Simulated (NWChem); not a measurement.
System: C₂H₈BNO; SMILES B(NC)OC

Input file for NWChem:

```
start job
memory heap 200 mb stack 900 mb global 1100 mb
geometry units angstroms noautoz
  B      0.801673     0.029646     0.000000
  H      1.942991    -0.373894     0.000000
  N     -0.262526    -0.888828     0.000000
  C     -0.132873    -2.322721     0.000000
  H     -1.220254    -0.557311     0.000000
  H     -0.592898    -2.786231    -0.890543
  H     -0.592898    -2.786231     0.890543
  H      0.932333    -2.592010     0.000000
  O      0.627019     1.385397     0.000000
  C     -0.641714     1.967513     0.000000
  H     -1.228317     1.687818     0.895374
  H     -0.530336     3.061881     0.000000
  H     -1.228317     1.687818    -0.895374
end
basis spherical
  * library def2-svp
end
dft
  xc scan
  iterations 150
  mulliken
end
task dft gradient
```

Excerpt of the output:

```
             Northwest Computational Chemistry Package (NWChem) 7.3.0
             --------------------------------------------------------

 CS  symmetry detected

                             Geometry "geometry" -> ""
                             -------------------------

 Output coordinates in angstroms (scale by  1.889725989 to convert to a.u.)

  No.       Tag          Charge          X              Y              Z
 ---- ---------------- ---------- -------------- -------------- --------------
    1 B                    5.0000     0.80099143     0.02844138     0.00000000
    2 H                    1.0000     1.94445934    -0.36896579     0.00000000
    3 N                    7.0000    -0.25826152    -0.89573240     0.00000000
    4 C                    6.0000    -0.12091272    -2.32890871     0.00000000
    5 H                    1.0000    -1.21775543    -0.56936162     0.00000000
    6 H                    1.0000    -0.57844280    -2.79488162    -0.89054300
    7 H                    1.0000    -0.57844280    -2.79488162     0.89054300
    8 H                    1.0000     0.94572357    -2.59247541     0.00000000
    9 O                    8.0000     0.61906178     1.38323523     0.00000000
   10 C                    6.0000    -0.65277795     1.95853182     0.00000000
   11 H                    1.0000    -1.23787100     1.67569175     0.89537400
   12 H                    1.0000    -0.54727653     3.05348197     0.00000000
   13 H                    1.0000    -1.23787100     1.67569175    -0.89537400

 Effective nuclear repulsion energy (a.u.)     172.6452121501

      Symmetry information
      --------------------

 Group name             Cs
 Group number              2
 Group order               2
 No. of unique centers    11

                                 NWChem DFT Module
                                 -----------------

 Summary of "ao basis" -> "ao basis" (spherical)
 ------------------------------------------------------------------------------
       Tag                 Description            Shells   Functions and Types
 ---------------- ------------------------------  ------  ---------------------
 B                          def2-svp                 6       14   3s2p1d
 H                          def2-svp                 3        5   2s1p
 N                          def2-svp                 6       14   3s2p1d
 C                          def2-svp                 6       14   3s2p1d
 O                          def2-svp                 6       14   3s2p1d

      Symmetry analysis of basis
      --------------------------

        a'         76
        a"         34

            General Information
            -------------------
          SCF calculation type: DFT
          Wavefunction type:  closed shell.
          No. of atoms     :    13
          No. of electrons :    40
           Alpha electrons :    20
            Beta electrons :    20
          Charge           :     0
          Spin multiplicity:     1
          Use of symmetry is: on ; symmetry adaption is: on
          Maximum number of iterations: 150
          AO basis - number of functions:   110
                     number of shells:    54
          Convergence on energy requested:  1.00D-06
          Convergence on density requested:  1.00D-05
          Convergence on gradient requested:  5.00D-04

              XC Information
              --------------
                         SCAN Method XC Functional
                  SCAN metaGGA Exchange Functional  1.000
                        SCAN Correlation Potential  1.000

             Grid Information
             ----------------
          Grid used for XC integration:  medium
          Radial quadrature: Mura-Knowles
          Angular quadrature: Lebedev.
          Tag              B.-S. Rad. Rad. Pts. Rad. Cut. Ang. Pts.
          ---              ---------- --------- --------- ---------
          B                   0.85       49          10.0       434
          H                   0.35       45          13.0       434
          N                   0.65       49          11.0       434
          C                   0.70       49          13.0       434
          O                   0.60       49          11.0       434
          Grid pruning is: on
          Number of quadrature shells:   515
          Spatial weights used:  Erf1

      Superposition of Atomic Density Guess
      -------------------------------------

 Sum of atomic energies:        -232.68318325

      Non-variational initial energy
      ------------------------------

 Total energy =    -235.652807
 1-e energy   =    -655.729350
 2-e energy   =     247.431331
 HOMO         =      -0.319285
 LUMO         =       0.073943

      Symmetry analysis of molecular orbitals - initial
      -------------------------------------------------

  Numbering of irreducible representations:

     1 a'          2 a"

  Orbital symmetries:

     1 a'          2 a'          3 a'          4 a'          5 a'
     6 a'          7 a'          8 a'          9 a'         10 a'
    11 a'         12 a'         13 a"         14 a"         15 a'
    16 a'         17 a'         18 a'         19 a"         20 a"
    21 a"         22 a'         23 a'         24 a'         25 a'
    26 a'         27 a'         28 a"         29 a"         30 a'

     ---------------------------------------------
      Total Density - Mulliken Population Analysis
     ---------------------------------------------

    Atom       Charge   Shell Charges
 -----------   ------   -------------------------------------------------------
    1 B    5     4.68   1.99  0.83  0.16  1.28  0.29  0.14
    2 H    1     1.06   0.72  0.33  0.01
    3 N    7     7.49   1.99  1.02  0.40  2.55  1.52  0.01
    4 C    6     6.03   1.99  0.93  0.19  1.94  0.94  0.04
    5 H    1     0.76   0.60  0.12  0.04
    6 H    1     0.92   0.69  0.21  0.02
    7 H    1     0.92   0.69  0.21  0.02
    8 H    1     0.92   0.68  0.21  0.02
    9 O    8     8.57   1.99  1.10  0.62  3.04  1.81  0.01
   10 C    6     5.88   1.99  0.92  0.22  1.85  0.87  0.05
   11 H    1     0.93   0.69  0.22  0.02
   12 H    1     0.93   0.69  0.21  0.02
   13 H    1     0.93   0.69  0.22  0.02

   convergence    iter        energy       DeltaE   RMS-Dens  Diis-err
 ---------------- ----- ----------------- --------- --------- ---------
 d= 0,ls=0.0,diis     1   -235.5817638916 -4.08D+02  9.37D-03  5.38D-01
 d= 0,ls=0.0,diis     2   -235.5678917742  1.39D-02  5.42D-03  8.22D-01
 d= 0,ls=0.0,diis     3   -235.6431577934 -7.53D-02  1.41D-03  5.93D-02
 d= 0,ls=0.0,diis     4   -235.6472495765 -4.09D-03  6.27D-04  1.21D-02
 d= 0,ls=0.0,diis     5   -235.6485021070 -1.25D-03  1.55D-04  6.35D-04
  Resetting Diis
 d= 0,ls=0.0,diis     6   -235.6485698857 -6.78D-05  4.25D-05  4.25D-05
 d= 0,ls=0.0,diis     7   -235.6485751471 -5.26D-06  1.62D-05  1.76D-06
 d= 0,ls=0.0,diis     8   -235.6485750309  1.16D-07  9.26D-06  2.65D-06

         Total DFT energy =     -235.648575030912
      One electron energy =     -660.724722305438
           Coulomb energy =      285.769974293122
    Exchange-Corr. energy =      -33.339039168690
 Nuclear repulsion energy =      172.645212150095

 Numeric. integr. density =       40.000007224949

                  Occupations of the irreducible representations
                  ----------------------------------------------

                     irrep           alpha         beta
                     --------     --------     --------
                     a'               16.0         16.0
                     a"                4.0          4.0

                       DFT Final Molecular Orbital Analysis
                       ------------------------------------

 Vector   18  Occ=2.000000D+00  E=-2.804197D-01  Symmetry=a"
              MO Center=  6.9D-02,  8.6D-01,  2.1D-15, r^2= 2.9D+00
   Bfn.  Coefficient  Atom+Function         Bfn.  Coefficient  Atom+Function
  ----- ------------  ---------------      ----- ------------  ---------------
    73      0.430973   9 O  pz               76      0.307712   9 O  pz
     6     -0.236608   1 B  pz               87     -0.216860  10 C  pz
    96     -0.204915  11 H  s               106      0.204915  13 H  s
    25     -0.184128   3 N  pz               28      0.130452   3 N  pz
     9      0.124928   1 B  pz               97     -0.117054  11 H  s

[...]

                         DFT ENERGY GRADIENTS

    atom               coordinates                        gradient
                 x          y          z           x          y          z
   1 B       1.513654   0.053746   0.000000   -0.001092   0.000011   0.000000
   2 H       3.674495  -0.697244   0.000000    0.000761   0.000207   0.000000
   3 N      -0.488044  -1.692689   0.000000   -0.000640  -0.000546   0.000000
   4 C      -0.228492  -4.400999   0.000000   -0.000716   0.002657   0.000000
   5 H      -2.301224  -1.075937   0.000000    0.001457  -0.000231   0.000000
   6 H      -1.093098  -5.281560  -1.682882   -0.000116  -0.000612  -0.000570
   7 H      -1.093098  -5.281560   1.682882   -0.000116  -0.000612   0.000570
   8 H       1.787158  -4.899068   0.000000    0.000970  -0.000787   0.000000
   9 O       1.169857   2.613936   0.000000   -0.003156   0.000564   0.000000
  10 C      -1.233571   3.701088   0.000000    0.004209  -0.002178   0.000000
  11 H      -2.339237   3.166598   1.692012   -0.000651   0.000283   0.000469
  12 H      -1.034203   5.770244   0.000000   -0.000259   0.000960   0.000000
  13 H      -2.339237   3.166598  -1.692012   -0.000651   0.000283  -0.000469
```

Level: SCAN/def2-SVP. All runs use the structure optimised with PBE0/def2-SVP. No frequency run checked for a minimum.
